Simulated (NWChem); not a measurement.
System: BeN₂H₄; SMILES [NH2][Be][NH2]

Here is an NWChem input.

```
start job
memory heap 200 mb stack 900 mb global 1100 mb
geometry units angstroms noautosym nocenter noautoz
  Be     0.000000     0.000000     0.000000
  N      0.000000     0.000000     1.501310
  H     -0.583454     0.583454     2.090711
  H      0.583454    -0.583454     2.090711
  N      0.000000     0.000000    -1.501310
  H     -0.583454    -0.583454    -2.090711
  H      0.583454     0.583454    -2.090711
end
basis spherical
  * library def2-svpd
end
dft
  xc b3lyp
  iterations 150
end
property
  response 1 0.0
end
task dft property
```

Excerpt of the output:

```
             Northwest Computational Chemistry Package (NWChem) 7.3.0
             --------------------------------------------------------

                             Geometry "geometry" -> ""
                             -------------------------

 Output coordinates in angstroms (scale by  1.889725989 to convert to a.u.)

  No.       Tag          Charge          X              Y              Z
 ---- ---------------- ---------- -------------- -------------- --------------
    1 Be                   4.0000     0.00000000     0.00000000     0.00000000
    2 N                    7.0000     0.00000000     0.00000000     1.50131000
    3 H                    1.0000    -0.58345400     0.58345400     2.09071100
    4 H                    1.0000     0.58345400    -0.58345400     2.09071100
    5 N                    7.0000     0.00000000     0.00000000    -1.50131000
    6 H                    1.0000    -0.58345400    -0.58345400    -2.09071100
    7 H                    1.0000     0.58345400     0.58345400    -2.09071100

 Effective nuclear repulsion energy (a.u.)      51.9026958917

                              NWChem Property Module
                              ----------------------

                                 NWChem DFT Module
                                 -----------------

 Summary of "ao basis" -> "ao basis" (spherical)
 ------------------------------------------------------------------------------
       Tag                 Description            Shells   Functions and Types
 ---------------- ------------------------------  ------  ---------------------
 Be                        def2-svpd                 6       12   3s3p
 N                         def2-svpd                 8       20   4s2p2d
 H                         def2-svpd                 4        8   2s2p

            General Information
            -------------------
          SCF calculation type: DFT
          Wavefunction type:  closed shell.
          No. of atoms     :     7
          No. of electrons :    22
           Alpha electrons :    11
            Beta electrons :    11
          Charge           :     0
          Spin multiplicity:     1
          Use of symmetry is: off; symmetry adaption is: off
          Maximum number of iterations: 150
          AO basis - number of functions:    84
                     number of shells:    38
          Convergence on energy requested:  1.00D-06
          Convergence on density requested:  1.00D-05
          Convergence on gradient requested:  5.00D-04

              XC Information
              --------------
                         B3LYP Method XC Potential
                     Hartree-Fock (Exact) Exchange  0.200
                        Slater Exchange Functional  0.800 local
                    Becke 1988 Exchange Functional  0.720 non-local
              Lee-Yang-Parr Correlation Functional  0.810
                  VWN I RPA Correlation Functional  0.190 local

             Grid Information
             ----------------
          Grid used for XC integration:  medium
          Radial quadrature: Mura-Knowles
          Angular quadrature: Lebedev.
          Tag              B.-S. Rad. Rad. Pts. Rad. Cut. Ang. Pts.
          ---              ---------- --------- --------- ---------
          Be                  1.05       49          10.0       434
          N                   0.65       49          11.0       434
          H                   0.35       45          12.0       434
          Grid pruning is: on
          Number of quadrature shells:   327
          Spatial weights used:  Erf1

      Superposition of Atomic Density Guess
      -------------------------------------

 Sum of atomic energies:        -125.03990298

      Non-variational initial energy
      ------------------------------

 Total energy =    -126.238161
 1-e energy   =    -270.028821
 2-e energy   =      91.887964
 HOMO         =      -0.370436
 LUMO         =      -0.026112

   convergence    iter        energy       DeltaE   RMS-Dens  Diis-err
 ---------------- ----- ----------------- --------- --------- ---------
 d= 0,ls=0.0,diis     1   -126.5923911151 -1.78D+02  2.24D-02  5.87D-01
 d= 0,ls=0.0,diis     2   -126.5545823278  3.78D-02  7.78D-03  1.01D+00
 d= 0,ls=0.0,diis     3   -126.6670692466 -1.12D-01  1.19D-03  1.67D-02
 d= 0,ls=0.0,diis     4   -126.6690334685 -1.96D-03  5.07D-04  4.24D-04
 d= 0,ls=0.0,diis     5   -126.6690928596 -5.94D-05  5.71D-05  3.83D-06
 d= 0,ls=0.0,diis     6   -126.6690935322 -6.73D-07  4.49D-06  1.17D-07

         Total DFT energy =     -126.669093532154
      One electron energy =     -273.744228528833
           Coulomb energy =      113.419050931484
    Exchange-Corr. energy =      -18.246611826538
 Nuclear repulsion energy =       51.902695891733

 Numeric. integr. density =       21.999997920806

                       DFT Final Molecular Orbital Analysis
                       ------------------------------------

 Vector    9  Occ=2.000000D+00  E=-4.008267D-01
              MO Center=  1.9D-10,  2.7D-10,  5.9D-05, r^2= 2.8D+00
   Bfn.  Coefficient  Atom+Function         Bfn.  Coefficient  Atom+Function
  ----- ------------  ---------------      ----- ------------  ---------------
    16      0.845535  2 N  s                 52     -0.845533  5 N  s
     6      0.520962  1 Be pz                 9     -0.399003  1 Be pz
    19     -0.370588  2 N  pz                55     -0.370572  5 N  pz
    34     -0.146747  3 H  s                 42     -0.146747  4 H  s
    70      0.146748  6 H  s                 78      0.146748  7 H  s

 Vector   10  Occ=2.000000D+00  E=-2.524287D-01
              MO Center= -1.2D-08,  1.2D-08, -1.4D+00, r^2= 1.2D+00
   Bfn.  Coefficient  Atom+Function         Bfn.  Coefficient  Atom+Function
  ----- ------------  ---------------      ----- ------------  ---------------
    53      0.391233  5 N  px                54     -0.391232  5 N  py
    56     -0.272591  5 N  px                57      0.272591  5 N  py
     4      0.134075  1 Be px                 5     -0.134076  1 Be py
    34     -0.108776  3 H  s                 42      0.108776  4 H  s
     7     -0.057678  1 Be px                 8      0.057678  1 Be py

 Vector   11  Occ=2.000000D+00  E=-2.524287D-01
              MO Center=  1.0D-09,  5.7D-10,  1.4D+00, r^2= 1.2D+00
   Bfn.  Coefficient  Atom+Function         Bfn.  Coefficient  Atom+Function
  ----- ------------  ---------------      ----- ------------  ---------------
    17      0.391232  2 N  px                18      0.391233  2 N  py
    20     -0.272591  2 N  px                21     -0.272591  2 N  py
     4      0.134076  1 Be px                 5      0.134075  1 Be py
    70     -0.108776  6 H  s                 78      0.108776  7 H  s
     7     -0.057678  1 Be px                 8     -0.057678  1 Be py

 Vector   12  Occ=0.000000D+00  E=-2.787531D-03
              MO Center= -2.5D-07,  2.5D-07, -3.0D-07, r^2= 7.9D+00
   Bfn.  Coefficient  Atom+Function         Bfn.  Coefficient  Atom+Function
  ----- ------------  ---------------      ----- ------------  ---------------
     3      1.727258  1 Be s                 16     -1.127185  2 N  s
    52     -1.127184  5 N  s                  2      0.395564  1 Be s
    34      0.330588  3 H  s                 42      0.330588  4 H  s
    70      0.330588  6 H  s                 78      0.330588  7 H  s
    14     -0.216710  2 N  s                 50     -0.216710  5 N  s

 Vector   13  Occ=0.000000D+00  E= 1.178791D-02
              MO Center=  1.0D-08, -8.0D-09,  2.3D-07, r^2= 1.6D+01
   Bfn.  Coefficient  Atom+Function         Bfn.  Coefficient  Atom+Function
  ----- ------------  ---------------      ----- ------------  ---------------
     9      2.177432  1 Be pz                16     -1.911241  2 N  s
    52      1.911240  5 N  s                 12     -1.737801  1 Be pz
    15      0.386918  2 N  s                 51     -0.386918  5 N  s
    34      0.248562  3 H  s                 42      0.248562  4 H  s
    70     -0.248562  6 H  s                 78     -0.248562  7 H  s

 Vector   14  Occ=0.000000D+00  E= 2.770658D-02
              MO Center= -4.5D-09,  2.4D-09, -4.0D-02, r^2= 1.3D+01
   Bfn.  Coefficient  Atom+Function         Bfn.  Coefficient  Atom+Function
  ----- ------------  ---------------      ----- ------------  ---------------
    10      0.900880  1 Be px                11      0.894295  1 Be py
     7     -0.275990  1 Be px                 8     -0.273973  1 Be py
    17      0.125581  2 N  px                18      0.125076  2 N  py
    70     -0.112688  6 H  s                 78      0.112688  7 H  s
     4     -0.102940  1 Be px                 5     -0.102187  1 Be py

     Multipole analysis of the density
     ---------------------------------

     L   x y z        total         alpha         beta         nuclear
     -   - - -        -----         -----         ----         -------
     0   0 0 0     -0.000000    -11.000000    -11.000000     22.000000

     1   1 0 0      0.000000      0.000000      0.000000      0.000000
     1   0 1 0     -0.000000     -0.000000     -0.000000      0.000000
     1   0 0 1      0.000000      0.000000      0.000000      0.000000

[...]

 DFT Linear Response polarizability / au
 Frequency  =       0.0000000 / au
              X              Y              Z
 -----------------------------------------------
 X      30.5041548      0.0000004     -0.0000002
 Y       0.0000004     30.5041548      0.0000002
 Z      -0.0000002      0.0000002     43.1774958
 -----------------------------------------------
 Eigenvalues =      30.5041544     30.5041552     43.1774958
 Isotropic   =      34.7286018
 Anisotropic =      12.6733410
 -----------------------------------------------

 Magnetic Dipole Response Matrix (nonzero elements):

 Exiting AOResponse driver routine
```

Level: B3LYP/def2-SVPD. All runs use the structure optimised with PBE0/def2-SVP.
